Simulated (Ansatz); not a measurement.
This geometry of Cl₃F₂H₂OW (9 atoms, charge 0, multiplicity 2) is a first-order saddle point.

The calculation used UKS PBE/def2-SVP in Ansatz 0.2.0.

```xyz
9
Properties=species:S:1:pos:R:3
W -0.182 -0.138 -0.180
H 0.787 0.791 2.750
F 1.726 -0.139 0.167
F -0.069 1.686 0.224
Cl -2.509 -0.010 -0.323
O -0.190 -1.943 0.302
H 0.437 -2.455 0.845
Cl 0.127 -0.208 -2.433
Cl -0.285 0.049 2.741
```

Question: Which two structures does it join? (They come from a converged band through this point; their orientation in space is the band's.)

Answer: No bond is made or broken.

First end point:

```xyz
9
Properties=species:S:1:pos:R:3
W -0.269 -0.076 -0.196
H 1.189 0.181 2.053
F 1.599 0.188 0.422
F -0.457 1.702 0.309
Cl -2.538 -0.138 -0.688
O -0.206 -1.840 0.375
H -0.063 -2.191 1.278
Cl 0.408 -0.124 -2.359
Cl 0.178 -0.070 2.899
```

Last end point:

```xyz
9
Properties=species:S:1:pos:R:3
W -0.116 -0.179 -0.154
H 0.240 1.207 2.701
F 1.799 -0.371 0.034
F 0.165 1.613 0.343
Cl -2.429 0.119 -0.168
O -0.236 -1.989 0.311
H 0.510 -2.520 0.654
Cl 0.060 -0.214 -2.422
Cl -0.151 -0.034 2.793
```

Question: How far does it lie above each of them?

Answer: 0.060 eV above the first and 0.017 eV above the second. This is the barrier of this one path; another mechanism may lie lower.

Time of the run: 18 min on 4 threads of Arm Neoverse V1, with other jobs on the host, peak memory 0.44 GiB.
